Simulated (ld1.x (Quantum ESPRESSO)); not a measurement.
# Which change was made? (In, TM)

indium, norm-conserving Troullier–Martins (Kleinman–Bylander form), made with ld1.x (Quantum ESPRESSO) 7.5 (PBE, non-relativistic). Core [Kr] 4d10, reference 5s1.5 5p1.5. Waves: 5s (bound): rc 2.20 bohr; 5p (bound): rc 2.55 bohr. Local part: all-electron potential smoothed inside 2.10 bohr (lloc = -1). Core correction: Bessel-smoothed model core inside 1.55 bohr.

Cutoffs, loose and tight: the cutoffs (Ry, on a coarse ladder) from which the occupation-weighted sum of valence levels, in a spherical-Bessel basis at the reference potential, stays within 10 and 1 mRy of its value at 400 Ry. They do not see the model core or the augmentation charge, which bear on the density cutoff. Test errors are all-electron minus pseudo excitation energies from the reference, over the configurations 5s2 5p1; 5s2 5p0; 5s1 5p0; 5s2 5p0.5; 5s2 5p1.3; 5s0 5p3; 5s1 5p1; variants that change the core or the reference have their own tests.

The base gives: outcome: generated; cutoff, loose: 10 Ry; cutoff, tight: 25 Ry; bound ghosts: none; largest test error (meV): -89.

On the changes marked as counting shells twice: ld1.x takes every shell without a wave as core, so the model core holds the marked electrons as well and exchange and correlation see them twice. This cancels in the reference configuration, but the file is broken for other ones, and its errors say nothing about a proper core correction.

Question: After one change the result is: outcome: generated; cutoff, loose: 21 Ry; cutoff, tight: 35 Ry; bound ghosts: none; largest test error (meV): -91. Which change was it?
A. core correction Bessel-smoothed model core inside 2.56 bohr
B. wave 5p (bound): rc 2.55 bohr becomes 5p (bound): rc 1.92 bohr
C. core [Ar] 3d10, valence charge 21; reference 4s2 4p6 4d10 5s2 5p0; waves now 4p (bound): rc 0.95 bohr; 4d (bound): rc 0.95 bohr; 4s (bound): rc 1.35 bohr; local potential the s channel; core correction Bessel-smoothed model core inside 0.50 bohr (5s counted twice)

Answer: B. The others give: core [Ar] 3d10, valence charge 21; reference 4s2 4p6 4d10 5s2 5p0; waves now 4p (bound): rc 0.95 bohr; 4d (bound): rc 0.95 bohr; 4s (bound): rc 1.35 bohr; local potential the s channel; core correction Bessel-smoothed model core inside 0.50 bohr (5s counted twice) → outcome: generated, misses its reference levels by 2.03 eV; cutoff, loose: 180 Ry; cutoff, tight: 260 Ry; bound ghosts: none; largest test error (meV): -8651 | core correction Bessel-smoothed model core inside 2.56 bohr → outcome: generated; cutoff, loose: 10 Ry; cutoff, tight: 25 Ry; bound ghosts: none; largest test error (meV): -68.
